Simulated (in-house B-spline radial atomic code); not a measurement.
How G0W0 and RPA depend on the start: Gd3+

Configuration [Xe] 4f7, highest spin. Computed with a B-spline radial code for spherical atoms: all electrons, scalar-relativistic (spin-free one-electron X2C), finite nucleus, each spin shell either full or empty, empty states to l = 9 with an (l + 1/2)⁻⁴ tail; G0W0 by contour deformation at full frequency.

Without the two-electron picture change, the correlation of inner shells comes somewhat too large for so heavy an element.

```json
{"start": "Hartree-Fock", "mean-field 4f up (eV)": "-47.73", "G0W0 (eV)": "-45.64", "QP weight": "0.946", "RPA correlation (Eh)": "-4.8523"}
{"start": "LDA VWN5", "mean-field 4f up (eV)": "-35.88", "G0W0 (eV)": "-44.77", "QP weight": "0.883", "RPA correlation (Eh)": "-5.2641"}
{"start": "PBE", "mean-field 4f up (eV)": "-35.61", "G0W0 (eV)": "-44.72", "QP weight": "0.881", "RPA correlation (Eh)": "-5.2588"}
{"start": "PBE0", "mean-field 4f up (eV)": "-38.82", "G0W0 (eV)": "-45.02", "QP weight": "0.909", "RPA correlation (Eh)": "-5.1447"}
{"start": "r2SCAN", "mean-field 4f up (eV)": "-35.97", "G0W0 (eV)": "-44.77", "QP weight": "0.893", "RPA correlation (Eh)": "-5.1883"}
{"start": "HSE06", "mean-field 4f up (eV)": "-38.35", "G0W0 (eV)": "-45.00", "QP weight": "0.905", "RPA correlation (Eh)": "-5.1534"}
{"start": "B3LYP (VWN-RPA)", "mean-field 4f up (eV)": "-38.12", "G0W0 (eV)": "-45.03", "QP weight": "0.903", "RPA correlation (Eh)": "-5.1683"}
{"start": "SCAN", "mean-field 4f up (eV)": "-36.06", "G0W0 (eV)": "-44.81", "QP weight": "0.891", "RPA correlation (Eh)": "-5.1964"}
{"start": "TPSS", "mean-field 4f up (eV)": "-35.48", "G0W0 (eV)": "?", "QP weight": "?", "RPA correlation (Eh)": "?"}
{"start": "BHandHLYP", "mean-field 4f up (eV)": "-41.86", "G0W0 (eV)": "-45.30", "QP weight": "0.925", "RPA correlation (Eh)": "-5.041"}
{"start": "CAM-B3LYP", "mean-field 4f up (eV)": "-40.08", "G0W0 (eV)": "-45.38", "QP weight": "0.917", "RPA correlation (Eh)": "-5.1227"}
{"start": "LC-wPBE", "mean-field 4f up (eV)": "-40.91", "G0W0 (eV)": "-45.62", "QP weight": "0.925", "RPA correlation (Eh)": "-5.126"}
{"start": "wB97X", "mean-field 4f up (eV)": "-40.97", "G0W0 (eV)": "-45.40", "QP weight": "0.926", "RPA correlation (Eh)": "-5.1018"}
{"start": "PBEsol", "mean-field 4f up (eV)": "-35.65", "G0W0 (eV)": "-44.75", "QP weight": "0.882", "RPA correlation (Eh)": "-5.261"}
{"start": "BLYP", "mean-field 4f up (eV)": "-35.37", "G0W0 (eV)": "-44.76", "QP weight": "0.876", "RPA correlation (Eh)": "-5.2604"}
{"start": "r2SCAN0", "mean-field 4f up (eV)": "-39.14", "G0W0 (eV)": "-45.04", "QP weight": "0.915", "RPA correlation (Eh)": "-5.0976"}
{"start": "LDA exchange-only", "mean-field 4f up (eV)": "-34.31", "G0W0 (eV)": "?", "QP weight": "?", "RPA correlation (Eh)": "?"}
```

(1) What G0W0 level, weight and RPA correlation energy follow from the TPSS start?

(2) What G0W0 level, weight and RPA correlation energy follow from the LDA exchange-only start?

(3) How much of the dependence on the start does G0W0 remove?

Results:

(1) G0W0 level -44.84 eV, weight 0.881, RPA correlation -5.242 hartree.

(2) G0W0 level -45.07 eV, weight 0.869, RPA correlation -5.2639 hartree.

(3) The mean-field levels span 13.4 eV and the G0W0 levels 0.918 eV. Against 44.44 ± 0.08 eV (NIST, semi-empirical) the G0W0 removal energies are off by +0.28 to +1.20 eV, with spin-orbit coupling, Breit and QED terms left out.
